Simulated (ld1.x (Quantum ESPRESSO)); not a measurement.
# carbon, TM: configuration errors across variants

```json
{
  "Element": "carbon (C)",
  "Generator": "ld1.x (Quantum ESPRESSO) 7.5",
  "Type": "norm-conserving Troullier–Martins (Kleinman–Bylander form)",
  "Functional": "PBEsol",
  "Relativity": "non-relativistic",
  "Frozen core": "[He]",
  "Valence charge": "4",
  "Reference configuration": "2s2 2p2",
  "Partial waves": "2s (bound): rc 1.00 bohr; 2p (bound): rc 2.15 bohr",
  "Local potential": "all-electron potential smoothed inside 1.40 bohr (lloc = -1)",
  "Core correction": "Bessel-smoothed model core, default radius (core density twice the valence density)"
}
```

All-electron excitation energies from the reference (eV): (1) 2s2 2p1 10.792; (2) 2s2 2p0 34.814; (3) 2s1 2p0 82.757; (4) 2s1 2p2 19.488; (5) 2s2 2p2.3 -1.145; (6) 2s1 2p3 8.412; (7) 2s2 2p1.5 3.934.

Errors AE − PS in meV (a dash: test not solved or not reliable):

```csv
change,(1),(2),(3),(4),(5),(6),(7),bound ghosts
base,+32,+323,+672,-35,+0.3,-4.0,+4.4,none
"all radii but the core radius scaled by about 0.76 (s 0.76, p 1.64 bohr); local potential all-electron potential smoothed inside 1.06 bohr (lloc = -1)",+13,+133,+276,-5.1,+0.1,+5.3,+1.7,none
"all radii but the core radius scaled by about 0.88 (s 0.88, p 1.88 bohr); local potential all-electron potential smoothed inside 1.22 bohr (lloc = -1)",+20,+209,+445,-18,+0.2,+0.5,+2.6,none
"all radii but the core radius scaled by about 1.08 (s 1.08, p 2.32 bohr); local potential all-electron potential smoothed inside 1.50 bohr (lloc = -1)",+44,+425,+861,-50,+0.5,-7.9,+6.0,none
"all radii but the core radius scaled by about 1.14 (s 1.14, p 2.46 bohr); local potential all-electron potential smoothed inside 1.60 bohr (lloc = -1)",+60,+557,+1106,-69,+0.7,-13,+8.5,none
"all radii but the core radius scaled by about 1.28 (s 1.28, p 2.74 bohr); local potential all-electron potential smoothed inside 1.78 bohr (lloc = -1)",+90,+788,+1520,-104,+1.2,-25,+13,none
```

Question: Give the same row for: all radii but the core radius scaled by about 1.38 (s 1.38, p 2.98 bohr); local potential all-electron potential smoothed inside 1.94 bohr (lloc = -1).

Answer: +120, +1004, +1905, -139, +1.8, -39, +18; bound ghosts: none.
